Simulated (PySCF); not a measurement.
Compound: C2H12SSi4.
Structure used (GFN2-xTB), in Å, numbered top down from 1:
```xyz
19
C2H12SSi4 angstrom
C     -2.2704   -1.6235    0.7155
Si    -2.0631    0.2465    0.4389
Si     0.1557    0.7235   -0.1765
Si     0.6891    2.9385   -0.6957
Si     1.8291   -0.6245    0.7989
C      1.8808   -1.4711   -0.9199
S      0.6561   -0.5525   -1.9312
H     -2.0071   -2.1727   -0.1843
H     -3.2921   -1.8869    0.9746
H     -1.6242   -1.9752    1.5155
H     -3.0713    0.6873   -0.5336
H     -2.3484    0.9510    1.6984
H      0.3985    3.7271    0.5056
H      2.0929    3.1751   -1.0409
H     -0.1169    3.4905   -1.7848
H      1.5030   -1.6176    1.8304
H      3.1549   -0.0876    1.1244
H      2.8411   -1.4013   -1.4259
H      1.5826   -2.5172   -0.9168
```

Probes without a nucleus sit at each ring's centroid and 1 Å off its mean plane on both sides; NICS is minus the shielding there, NICSzz its component along the normal. Level: GIAO PBE0/pcSseg-1 (PySCF, non-relativistic, gas phase) on the GFN2-xTB geometry, one conformer.

Ring bond lengths (Å), with Mayer bond orders in brackets: Si3–Si5 2.360 (0.85), Si5–C6 1.917 (0.87), C6–S7 1.835 (0.99), S7–Si3 2.227 (0.94).

What do the NICS probes read (ppm)?

```tsv
ring	type	NICS(0)	NICS(1), two faces	NICS(1)zz, two faces	rms pucker (Å)	centre to ring atoms, mean (Å)
Si3–Si5–C6–S7	4-membered ring with S and 2 Si; formal bonds all single	0.7	0.5 / 0.3	10.5 / 9.3	0.01	1.47
```

What can be read from them?

- Si3–Si5–C6–S7: mean NICS(1)zz 9.9 ppm, deshielded. Si3, Si5, C6 have four or more neighbours, so the value isn't read as a sign of a π ring current.

At the first NICS(1) probe listed for ring Si3–Si5–C6–S7, 1 Å off the ring, what do the in-plane components average?

The isotropic value is a third of the trace: (3 × 0.5 − (10.5))/2 = -4.5 ppm.

Give the inner angles of the rings and the Hirshfeld charges of the ring atoms.

- Si3–Si5–C6–S7: Si3 80.7° (+0.096 e), Si5 84.3° (+0.258 e), C6 104.8° (-0.168 e), S7 90.1° (-0.111 e); sum 360.0° against 360° for a flat convex ring.
